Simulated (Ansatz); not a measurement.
```xyz
2

Mo    0.0000    0.0000    0.0000
Mn    0.0000    0.0000    3.9100
```

Basis set: pcseg-2 on Mn; def2-TZVPP on Mo (spherical functions, with the set's core potentials past Kr). Some runs use density fitting. Charge 0, multiplicity 2.

Computed with Ansatz (development build ahead of 0.2.0); each method stands on the lowest determinant of its kind that the runs found.

(1) Give the atomization energy at this shape (free ground-state atoms in the same class of orbitals less the molecule, no zero-point energy) of doublet MnMo by PBE0 (unrestricted), PBE (unrestricted), UHF.

Results:

(1)

```csv
method,atomization energy
PBE0 (unrestricted),4.33 kcal/mol
PBE (unrestricted),7.18 kcal/mol
UHF,-0.16 kcal/mol
```

Caution: other spin multiplicities were not run; the shape is not the minimum; the unrestricted determinant is a mixture of spin states.
